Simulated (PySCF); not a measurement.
Ge(H)3(PH2) (GeH5P), SMILES [PH2][GeH3].

Geometry optimised at B3LYP-D3(BJ)/def2-TZVP.

Computed with TDA-LC-ωPBE/def2-SVPD (PySCF).

Vertical excitations.  State labels are in the subgroup Cs.

Task: List the lowest excited states. (Estimate from the structure and the level; the computed values follow.)

Result: 
```tsv
state	symmetry	energy (eV)	λ (nm)	f	main pairs
S1	A"	6.94	179	0.018	HOMO→LUMO+2 80 %, HOMO→LUMO+4 14 %
S2	A'	7.02	177	0.247	HOMO→LUMO 68 %, HOMO→LUMO+5 11 %
S3	A'	7.20	172	0.109	HOMO→LUMO+1 83 %
S4	A'	8.14	152	0.017	HOMO→LUMO+3 65 %, HOMO−1→LUMO 20 %
S5	A"	8.18	152	0.007	HOMO→LUMO+4 74 %
S6	A'	8.41	147	0.226	HOMO−1→LUMO 48 %, HOMO→LUMO+3 17 %, HOMO→LUMO+5 11 %
S7	A"	8.73	142	0.076	HOMO−2→LUMO 29 %, HOMO−1→LUMO+2 29 %, HOMO−2→LUMO+1 22 %, HOMO−1→LUMO+4 5 %
S8	A'	8.74	142	0.202	HOMO−1→LUMO+1 85 %
S9	A'	9.00	138	0.122	HOMO→LUMO+5 46 %, HOMO−3→LUMO 16 %, HOMO−1→LUMO 10 %
S10	A"	9.04	137	0.005	HOMO−1→LUMO+2 42 %, HOMO−2→LUMO 34 %
T1	A'	5.45	228	0	HOMO→LUMO 53 %, HOMO→LUMO+5 21 %, HOMO→LUMO+1 14 %
T2	A"	5.78	215	0	HOMO→LUMO+2 80 %
T3	A'	6.71	185	0	HOMO→LUMO+1 71 %
T4	A'	7.27	171	0	HOMO−1→LUMO 52 %, HOMO−1→LUMO+1 16 %, HOMO−1→LUMO+5 9 %
```
Triplets are in the Tamm–Dancoff approximation.
